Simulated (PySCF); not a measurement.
B3LYP has the VWN-RPA correlation part, as in Gaussian. Excitations are Tamm–Dancoff values on a coarser integration grid. The basis has no diffuse functions, so Rydberg states are missing or too high.

Cartesian coordinates (Å):
```xyz
10

In    -0.0101    -0.2406    -0.2260
Cl    -2.3470    -0.5749    -0.1894
Cl     1.2031    -0.6933     1.7637
Cl     1.1081    -0.2370    -2.2898
C     -1.2392     2.7402     0.4966
O     -0.0431     1.9448     0.4622
H     -2.0029     2.2860     1.1456
H     -1.6243     2.7818    -0.5295
H     -0.9952     3.7578     0.8354
H      0.3753     1.9020     1.3392
```
Charge 0, spin multiplicity 1.

Q: Estimate the HOMO–LUMO gap, T1 excitation (TDA), charge on the central atom (Mulliken), S1 excitation (TDA) and LUMO that B3LYP-D3(BJ)/def2-TZVP // B3LYP-D3(BJ)/def2-SVP (PySCF) returns for this input.

A: 
| Property | Result |
|---|---|
| HOMO–LUMO gap | 5.99 eV |
| T1 excitation (TDA) | 4.59 eV |
| charge on the central atom (Mulliken) | 0.97 e |
| S1 excitation (TDA) | 4.93 eV |
| LUMO | -2.59 eV |
